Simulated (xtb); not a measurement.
Al(F)(H)(OSiH3) (AlFH4OSi), SMILES [F][AlH][O][SiH3]. All values are semi-empirical tight-binding results from xtb (GFN2-xTB unless named), good for trends rather than for accurate numbers. Geometry optimised at GFN2-xTB. One conformer was computed; it need not be the lowest.

Optimised geometry:

```xyz
8

Al    -0.3297     1.1123     0.6025
F      0.9354     1.8627     1.3450
H     -1.6781     1.7550     0.6855
O     -0.1703    -0.3196    -0.2300
Si    -0.0678    -1.7277    -1.0678
H     -1.1904    -2.5478    -0.6118
H      1.2275    -2.3215    -0.7413
H     -0.1797    -1.3650    -2.4808
```

For metal compounds this method's bond lengths and energies can be far off.

**Question.** Estimate the properties. (The exact figures need the calculation; the answer reports its results.)

**Answer.** 
```json
{
  "orbital_gap": "4.79 eV",
  "zero_point_energy": "23.2 kcal/mol",
  "G − E(el) at 298.15 K (modified RRHO)": "3.6 kcal/mol"
}
```

Computed atomic charges and the Wiberg bond orders between heavy atoms:
charges (e) Al1 0.48, F2 -0.25, H3 -0.08, O4 -0.43, Si5 0.53, H6 -0.08, H7 -0.08, H8 -0.08. Bond orders Al1–F2 1.25, Al1–O4 1.31, O4–Si5 0.98.
